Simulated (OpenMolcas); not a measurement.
# Br³⁺: effect of the active space

| Quantity | Value |
| --- | --- |
| Program | OpenMolcas 26.06 |
| Method | CASSCF |
| Basis | ANO-RCC-VDZ |
| Scalar Hamiltonian | DKH2, point nucleus |
| Spin-orbit coupling | RASSI with atomic mean-field integrals over the reference wave functions, term energies averaged over their components |

A. 2 electrons in 3 orbitals (4p); 2S+1 = 3 even, 3 roots; 2S+1 = 1 even, 6 roots; cost of the order of 2.4 core-seconds
B. 4 electrons in 4 orbitals (4s 4p); 2S+1 = 3 even, 3 roots; 2S+1 = 1 even, 6 roots kept (CI in the orbitals of an earlier block); 2S+1 = 3 odd, 8 roots; 2S+1 = 5 odd, 1 root kept (CI in the orbitals of an earlier block); 2S+1 = 1 odd, 5 roots kept (CI in the orbitals of an earlier block, 0 in the spin-orbit step); cost of the order of 10 core-seconds

Energies in cm-1 above 4s2 4p2 3P0.

```json
{"Level": "4s2 4p2 3P0", "A": "0.0", "B": "0.0"}
{"Level": "4s2 4p2 3P1", "A": "2147", "B": "2249"}
{"Level": "4s2 4p2 3P2", "A": "4981", "B": "5037"}
{"Level": "4s2 4p2 1D2", "A": "18277", "B": "18407"}
{"Level": "4s2 4p2 1S0", "A": "39463", "B": "32249"}
```

Between A and B the level of the table that moves most is 4s2 4p2 1S0, by 7200 cm-1 (lowest in B, highest in A).

The basis is small and was not contracted for so high a charge. With the s shell closed, the reference lacks s² → p² mixing (holds for A). Some high roots are left out of the spin-orbit mixing, which shifts the levels that they would mix with (holds for B). Terms from blocks run as CI alone lack orbitals of their own (holds for B). Only configurations of the active space appear. The table leaves out levels that lie high or whose names do not pair safely across all columns.
